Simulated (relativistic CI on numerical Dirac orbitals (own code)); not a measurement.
## d4 in a ligand field

Computed with a parametric ligand-field model of a d^n configuration (Racah B and C, spin-orbit zeta, crystal field), exact diagonalisation.

Field parameters in Wybourne normalisation: Oh B⁴₀ = 21Dq, B⁴₄ = √(5/14) B⁴₀. The field is a parameter set, without covalency.

B = 360 cm⁻¹, C = 1830 cm⁻¹ (C/B = 5.08), Oh, no spin-orbit coupling. Tanabe-Sugano data, E/B above the lowest term (Δ = |10Dq|; b, c mark the second and third term of a kind):

| Δ/B | 5E | 5T2 | 3T1 | 3E | 3T2 | 1T2 | 1E | 1A1 |
| --- | --- | --- | --- | --- | --- | --- | --- | --- |
| 1.0 | 0.00 | 1.00 | 24.25 | 24.51 | 25.13 | 36.41 | 36.33 | 37.53 |
| 5.0 | 0.00 | 5.00 | 22.18 | 24.92 | 26.79 | 34.74 | 34.76 | 38.57 |
| 9.0 | 0.00 | 9.00 | 19.03 | 25.11 | 27.30 | 31.91 | 32.41 | 37.98 |
| 13.0 | 0.00 | 13.00 | 15.56 | 25.21 | 27.53 | 28.69 | 29.56 | 36.76 |
| 17.0 | 0.00 | 17.00 | 11.94 | 25.28 | 27.67 | 25.28 | 26.37 | 35.14 |
| 21.0 | 0.00 | 21.00 | 8.22 | 25.32 | 27.76 | 21.76 | 22.98 | 33.19 |
| 25.0 | 0.00 | 25.00 | 4.44 | 25.36 | 27.82 | 18.14 | 19.43 | 30.96 |
| 29.0 | 0.00 | 29.00 | 0.63 | 25.38 | 27.87 | 14.47 | 15.79 | 28.48 |
| 33.0 | 3.22 | 36.22 | 0.00 | 28.63 | 31.14 | 13.98 | 15.30 | 29.01 |
| 37.0 | 7.10 | 44.10 | 0.00 | 32.51 | 35.04 | 14.10 | 15.41 | 30.00 |
| 41.0 | 10.99 | 51.99 | 0.00 | 36.42 | 38.96 | 14.20 | 15.49 | 30.86 |
| 45.0 | 14.89 | 59.89 | 0.00 | 40.33 | 42.88 | 14.30 | 15.56 | 31.60 |

The ground term changes from 5E to 3T1 between Δ/B = 29.0 and 33.0.
